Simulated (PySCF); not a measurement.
**Distorted geometries of [WO3Br]−**

[WO3Br]− (singlet). PySCF 2.14.0, RKS TPSS, W def2-SVP with ECP60, O def2-SVP, Br def2-SVP; non-relativistic Hamiltonian with scalar-relativistic core potentials where named; density fitting; no spin-orbit coupling. Relaxed geometry:

```xyz
5

W     0.2842   -0.2842    0.2842
O     1.3113    0.7095    1.3113
O    -0.7095   -1.3113    1.3113
O     1.3113   -1.3113   -0.7095
Br   -1.1796    1.1796   -1.1796
```

Q: Order these distorted geometries by energy above the relaxed one, lowest first.
A.
```xyz
5

W     0.2930   -0.2605    0.2554
O     1.3317    0.7138    1.2964
O    -0.7088   -1.3091    1.3408
O     1.2787   -1.3157   -0.7337
Br   -1.1769    1.1539   -1.1413
```
B.
```xyz
5

W     0.2791   -0.3061    0.2330
O     1.3006    0.7664    1.4654
O    -0.6855   -1.2914    1.2714
O     1.3494   -1.3029   -0.8001
Br   -1.2259    1.1163   -1.1521
```
C.
```xyz
5

W     0.2829   -0.2859    0.2696
O     1.2786    0.6918    1.3159
O    -0.6809   -1.2858    1.2773
O     1.3310   -1.3332   -0.6922
Br   -1.1939    1.1954   -1.1530
```

A: C (0.06 eV), A (0.09 eV), B (0.57 eV).

Q: Which forces (eV/Å) act in the one that lies 0.06 eV up?

A: 
```
W    0.93  0.63 -1.55
O    0.49  0.49  0.45
O   -1.28 -1.28  1.24
O   -0.06  0.09 -0.01
Br  -0.07  0.06 -0.12
```
Forces carry noise of the integration grid, about 0.01 to 0.03 eV/Å.

No frequency check is given that shows the relaxed geometry to be a minimum.
